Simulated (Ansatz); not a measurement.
Relaxation of C3H8Si2 (13 atoms, charge 0, multiplicity 1), to a largest force component of 0.02 eV/Å in at most 50 steps.

All numbers below come from RKS BHLYP-D4/def2-SVP (Ansatz 0.2.0).

```xyz
13
Properties=species:S:1:pos:R:3:forces:R:3
C -1.049 1.989 -1.021 -3.63 5.13 -1.37
C -0.542 0.985 -0.506 1.17 2.49 -0.72
C -0.013 -0.057 0.009 2.81 -3.59 0.68
Si 0.281 -0.233 1.808 -1.31 -0.05 2.80
Si 0.660 -1.423 -1.005 -0.49 -1.29 -0.59
H -1.860 2.602 -0.496 0.94 -0.91 -0.79
H -0.786 2.377 -2.018 0.20 -0.16 0.39
H -1.079 -0.097 0.229 -2.48 -1.77 0.35
H -0.476 0.868 2.587 0.53 -0.21 -0.74
H 1.643 -0.218 2.218 1.48 0.30 0.16
H 0.577 -1.092 -2.415 -0.07 0.23 -0.62
H -0.108 -2.646 -0.741 -0.14 -0.14 0.05
H 2.029 -1.673 -0.674 0.99 -0.03 0.40
```

Question: Where does it end, and by what steps?

Answer: The forces met the threshold. After 26 steps the energy has fallen by 4.877 eV; H6 moved furthest, 1.54 Å. Joined: C2–Si4.

| step | energy less start (eV) | largest force component (eV/Å) | accepted |
| --- | --- | --- | --- |
| 0 | 0.0000 | 5.126 | yes |
| 1 | -1.1186 | 1.740 | yes |
| 2 | -1.5329 | 2.430 | yes |
| 3 | -1.8203 | 3.140 | yes |
| 4 | -2.1840 | 2.544 | yes |
| 5 | -2.5582 | 1.096 | yes |
| 6 | -2.7925 | 0.956 | yes |
| 7 | -3.0225 | 0.742 | yes |
| 8 | -3.2166 | 0.770 | yes |
| 9 | -3.3520 | 0.790 | yes |
| 10 | -3.4501 | 0.792 | yes |
| 11 | -3.5407 | 0.470 | yes |
| 12 | -3.5995 | 0.326 | yes |
| 13 | -3.6268 | 0.603 | yes |
| 14 | -3.6686 | 0.776 | yes |
| 15 | -3.8717 | 1.833 | yes |
| 16 | -4.2541 | 1.516 | yes |
| 17 | -4.6116 | 1.020 | yes |
| 18 | -4.7608 | 0.660 | yes |
| 19 | -4.8372 | 0.481 | yes |
| 20 | -4.8600 | 0.359 | yes |
| 21 | -4.8676 | 0.203 | yes |
| 22 | -4.8744 | 0.127 | yes |
| 23 | -4.8757 | 0.069 | yes |
| 24 | -4.8763 | 0.059 | yes |
| 25 | -4.8771 | 0.025 | yes |
| 26 | -4.8773 | 0.018 | yes |

```xyz
13
Properties=species:S:1:pos:R:3
C -0.581 2.066 -0.846
C -0.435 1.075 0.014
C -0.570 -0.429 -0.013
Si -0.052 0.329 1.626
Si 0.623 -1.404 -1.063
H -0.401 3.098 -0.559
H -0.890 1.889 -1.875
H -1.595 -0.805 -0.061
H -1.040 0.398 2.716
H 1.339 0.182 2.086
H 0.338 -1.237 -2.511
H 0.537 -2.849 -0.735
H 2.005 -0.933 -0.804
```

The run took 80 s on 2 threads of Arm Neoverse V2, on a shared host, peak memory 0.28 GiB.
